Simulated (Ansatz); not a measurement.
Cost and result for the atomization energy of C2H2BrF3, SMILES `FC(F)(F)CBr` (8 atoms, 7 bonds).

The species carries charge 0 and has multiplicity 1. Correlated methods include outer-core shells of Br, which these sets cover unevenly. Scalar relativity is left out up to krypton. The structure was optimised at the PBE0-D4/def2-TZVP level. Program: Ansatz. All runs use 4 threads of an Intel Xeon on a shared host. Times are those of one run each, without the atoms' runs, and a repeat can differ threefold. Electronic energies, without spin–orbit coupling; frozen cores. CCSD(T)/CBS adds CCSD(T) − MP2 in def2-TZVPP to the MP2 limit, and its time is that of the two runs behind it. T1 = 0.010. With those shells the extrapolation isn't a true limit.

CCSD(T)/CBS is a level of theory with its own doubt, some kJ/mol a heavy atom from the limit and from the frozen cores, so smaller differences don't rank the functionals.

```tsv
level	functions	wall time
LDA (SPW92)/def2-TZVPP	231	1.7 s
revPBE-D4/def2-TZVPP	231	2.5 s
BLYP-D4/def2-TZVPP	231	3.1 s
PBE0-D4/def2-TZVPP	231	4.2 s
BHLYP-D4/def2-TZVPP	231	4.2 s
r2SCAN-D4/def2-TZVPP (with forces)	231	4.8 s
CAM-B3LYP-D4/def2-TZVPP	231	5 s
r2SCANh-D4/def2-TZVPP	231	6.5 s
ωB97M-V/def2-TZVPP (with forces)	231	12 s
CCSD(T)/def2-SVP	112	12 s
MP2/def2-QZVPP	434	30 s
CCSD(T)/def2-TZVPP	231	3.6 min
CCSD(T)/CBS(def2)	–	4.1 min
```

Q: What atomization energy does each give, and how far from CCSD(T)/CBS? (Estimate.)

A: The calculation gave: 
```
                             level  atomization (kJ/mol)  difference from CCSD(T)/CBS  per bond
            LDA (SPW92)/def2-TZVPP                3649.8                        624.9      89.3
              revPBE-D4/def2-TZVPP                3034.5                          9.6       1.4
                BLYP-D4/def2-TZVPP                3019.9                         -5.0      -0.7
                PBE0-D4/def2-TZVPP                3046.4                         21.5       3.1
               BHLYP-D4/def2-TZVPP                2850.0                       -174.9     -25.0
r2SCAN-D4/def2-TZVPP (with forces)                3047.5                         22.6       3.2
           CAM-B3LYP-D4/def2-TZVPP                3030.2                          5.3       0.8
             r2SCANh-D4/def2-TZVPP                3011.4                        -13.5      -1.9
  ωB97M-V/def2-TZVPP (with forces)                3029.3                          4.4       0.6
                  CCSD(T)/def2-SVP                2869.2                       -155.7     -22.2
                    MP2/def2-QZVPP                3113.5                         88.6      12.7
                CCSD(T)/def2-TZVPP                2938.0                        -86.9     -12.4
                 CCSD(T)/CBS(def2)                3024.9                          0.0       0.0
```

Leaving LDA and LC-ωPBE aside and taking each functional with its dispersion term where it has one, the values, not all of them listed here, spread over 302.9 kJ/mol, from BHLYP-D4 to PBE-D4. LDA lies +513.2 kJ/mol from PBE without D4, its usual overbinding. From BLYP to BHLYP (50 % exact exchange), in def2-TZVPP and without D4, the atomization energy moves by −151.9 kJ/mol: exact exchange takes away binding that semilocal exchange gives to molecules. In def2-TZVPP, CCSD(T) changes the Hartree–Fock value by +857.4 kJ/mol (the triples alone add +65.1 kJ/mol) and MP2 by +982.1 kJ/mol; breaking electron pairs costs correlation energy, which Hartree–Fock lacks.
